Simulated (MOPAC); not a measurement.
Job for MOPAC: AM1 on CH5NSi (a complex), monomers drawn apart or pushed together.

```
AM1 1SCF PRECISE CHARGE=0 THREADS=1
CH5NSi

Si     0.14733437 1     0.13955350 1     0.02510142 1
H     -0.52057854 1     1.42005955 1     0.34303696 1
H     -0.59881188 1    -0.96454508 1     0.67923649 1
H      1.53250771 1     0.15005967 1     0.54314780 1
H      0.15037037 1    -0.08617688 1    -1.43614751 1
C     -0.55118380 1    -0.51015150 1     4.83218371 1
N     -0.24976515 1     0.08923882 1     5.76159277 1
H     -0.82811422 1    -1.06155370 1     3.96122801 1
```

It printed:

```
*******************************************************************************
 **                                                                           **
 **                              MOPAC v23.2.5                                **
 **                                                                           **
 *******************************************************************************
 ** MOPAC's Digital Object Identifier: https://doi.org/10.5281/zenodo.6511958 **
 **                                                                           **
 ** Please cite the open-source release paper for use of this MOPAC version:  **
 ** J. E. Moussa and J. J. P. Stewart (2026)                                  **
 ** MOPAC: An open-source semiempirical molecular orbital program             **
 ** J. Open Source Softw., 11(119), 8025, https://doi.org/10.21105/joss.08025 **
 *******************************************************************************

                              AM1 CALCULATION RESULTS

 *******************************************************************************
 *  AM1        - The AM1 Hamiltonian to be used
 *
 *
 *
 *                 CHARGE ON SYSTEM = 0
 *
 *
 *
 *  PRECISE    - TIGHTER CRITERIA TO BE USED
 *  1SCF       - DO 1 SCF AND THEN STOP
 *  THREADS=1  - MULTI-THREADING NOT USED
 *  T=         - A TIME OF 172800.0 SECONDS REQUESTED
 *  DUMP=N     - RESTART FILE WRITTEN EVERY 7200.0 SECONDS REQUESTED
 *******************************************************************************
AM1 1SCF PRECISE CHARGE=0 THREADS=1
 CH5NSi

   ATOM   CHEMICAL          X               Y               Z
  NUMBER   SYMBOL      (ANGSTROMS)     (ANGSTROMS)     (ANGSTROMS)

     1      Si          0.14733437  *   0.13955350  *   0.02510142  *
     2       H         -0.52057854  *   1.42005955  *   0.34303696  *
     3       H         -0.59881188  *  -0.96454508  *   0.67923649  *
     4       H          1.53250771  *   0.15005967  *   0.54314780  *
     5       H          0.15037037  *  -0.08617688  *  -1.43614751  *
     6       C         -0.55118380  *  -0.51015150  *   4.83218371  *
     7       N         -0.24976515  *   0.08923882  *   5.76159277  *
     8       H         -0.82811422  *  -1.06155370  *   3.96122801  *



          CARTESIAN COORDINATES

    NO.       ATOM           X           Y           Z

     1        Si          0.1473      0.1396      0.0251
     2         H         -0.5206      1.4201      0.3430
     3         H         -0.5988     -0.9645      0.6792
     4         H          1.5325      0.1501      0.5431
     5         H          0.1504     -0.0862     -1.4361
     6         C         -0.5512     -0.5102      4.8322
     7         N         -0.2498      0.0892      5.7616
     8         H         -0.8281     -1.0616      3.9612

  H: (AM1): M.J.S. DEWAR ET AL, J. AM. CHEM. SOC. 107 3902-3909 (1985)
  C: (AM1): M.J.S. DEWAR ET AL, J. AM. CHEM. SOC. 107 3902-3909 (1985)
  N: (AM1): M.J.S. DEWAR ET AL, J. AM. CHEM. SOC. 107 3902-3909 (1985)
 Si: (AM1): M.J.S.DEWAR, C. JIE, ORGANOMETALLICS, 6, 1486-1490 (1987).

           Empirical Formula: C H5 N Si  =     8 atoms



      MOLECULAR POINT GROUP   :   Cs


      RHF CALCULATION, NO. OF DOUBLY OCCUPIED LEVELS = 9


 -------------------------------------------------------------------------------
 AM1 1SCF PRECISE CHARGE=0 THREADS=1
 CH5NSi



     1SCF WAS SPECIFIED, SO BFGS WAS NOT USED
     SCF FIELD WAS ACHIEVED


                              AM1 CALCULATION
                                                       MOPAC v23.2.5 Linux




          FINAL HEAT OF FORMATION =         35.72661 KCAL/MOL =     149.48016 KJ/MOL


          COSMO AREA              =        137.48 SQUARE ANGSTROMS
          COSMO VOLUME            =        115.44 CUBIC ANGSTROMS

          IONIZATION POTENTIAL    =         12.465486 EV
          HOMO LUMO ENERGIES (EV) =        -12.465  1.352
          NO. OF FILLED LEVELS    =          9
          MOLECULAR WEIGHT        =         59.1427         POINT GROUP:  Cs

          MOLECULAR DIMENSIONS (Angstroms)

            Atom       Atom       Distance
            N     7    H     5     7.21099
            H     8    H     2     2.57137
            H     2    H     4     2.11181


          SCF CALCULATIONS        =          1





   ATOM   CHEMICAL          X               Y               Z
  NUMBER   SYMBOL      (ANGSTROMS)     (ANGSTROMS)     (ANGSTROMS)

     1      Si          0.14733437  *   0.13955350  *   0.02510142  *
     2       H         -0.52057854  *   1.42005955  *   0.34303696  *
     3       H         -0.59881188  *  -0.96454508  *   0.67923649  *
     4       H          1.53250771  *   0.15005967  *   0.54314780  *
     5       H          0.15037037  *  -0.08617688  *  -1.43614751  *
     6       C         -0.55118380  *  -0.51015150  *   4.83218371  *
     7       N         -0.24976515  *   0.08923882  *   5.76159277  *
     8       H         -0.82811422  *  -1.06155370  *   3.96122801  *

                             CARTESIAN COORDINATES

   1   Si        0.147334370     0.139553500     0.025101420
   2    H       -0.520578540     1.420059550     0.343036960
   3    H       -0.598811880    -0.964545080     0.679236490
   4    H        1.532507710     0.150059670     0.543147800
   5    H        0.150370370    -0.086176880    -1.436147510
   6    C       -0.551183800    -0.510151500     4.832183710
   7    N       -0.249765150     0.089238820     5.761592770
   8    H       -0.828114220    -1.061553700     3.961228010


           Empirical Formula: C H5 N Si  =     8 atoms



      MOLECULAR POINT GROUP   :   Cs


                  EIGENVALUES
 -36.93018 -21.32671 -16.21970 -13.94496 -13.82696 -13.82688 -12.48676 -12.48096
 -12.46549   1.35207   1.44294   1.44967   1.81557   1.81601   1.91935   3.08675
   6.46139


              NET ATOMIC CHARGES AND DIPOLE CONTRIBUTIONS

  ATOM NO.   TYPE          CHARGE      No. of ELECS.   s-Pop       p-Pop
    1         Si           0.603267        3.3967     0.87169     2.52504
    2          H          -0.148361        1.1484     1.14836
    3          H          -0.159770        1.1598     1.15977
    4          H          -0.148605        1.1486     1.14860
    5          H          -0.146483        1.1465     1.14648
    6          C          -0.189656        4.1897     1.31654     2.87312
    7          N          -0.046895        5.0469     1.81583     3.23107
    8          H           0.236503        0.7635     0.76350
 DIPOLE           X         Y         Z       TOTAL
 POINT-CHG.    -0.325    -0.675    -1.270     1.474
 HYBRID        -0.245    -0.482    -0.706     0.889
 SUM           -0.570    -1.157    -1.976     2.359


          ATOMIC ORBITAL ELECTRON POPULATIONS

     Atom    s        px        py        pz
    1 Si   0.87169   0.84115   0.83830   0.84559
    2  H   1.14836
    3  H   1.15977
    4  H   1.14860
    5  H   1.14648
    6  C   1.31654   0.95109   0.95601   0.96601
    7  N   1.81583   1.05578   1.07131   1.10397
    8  H   0.76350

 **********************
 *                    *
 * JOB ENDED NORMALLY *
 *                    *
 **********************




 == MOPAC DONE ==
```

The run finished.

Cost: around 0.03 core-seconds (rough).
